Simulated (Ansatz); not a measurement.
Program: Ansatz. Geometries: PBE0-D4/def2-TZVP. ΔE: electronic, gas phase. CBS: MP2 limit from def2 TZ/QZ plus the TZ coupled-cluster correction, frozen cores. This one scheme is used for every species. DFT in def2-TZVPP. Each species was taken in one conformer, which may not be the lowest.

Consider the redistribution: `CNBCN` + `ClBCl` → `CNBCl` + `NCBCl`.

```
             level  ΔE (kcal/mol)
               PBE           -4.3
SCS-MP2/def2-QZVPP           -4.5
```

Task: What does CCSD(T)/CBS give? (Best estimate.)

Result: The calculation gave: -4.5 kcal/mol. The listed levels differ from it by 0.2, 0.0 kcal/mol.

Largest T1 diagnostic among the species: 0.012.

In def2-TZVPP, CCSD(T) changes the Hartree–Fock value by +1.4 kcal/mol (the triples alone add +0.2 kcal/mol) and MP2 by +1.1 kcal/mol.
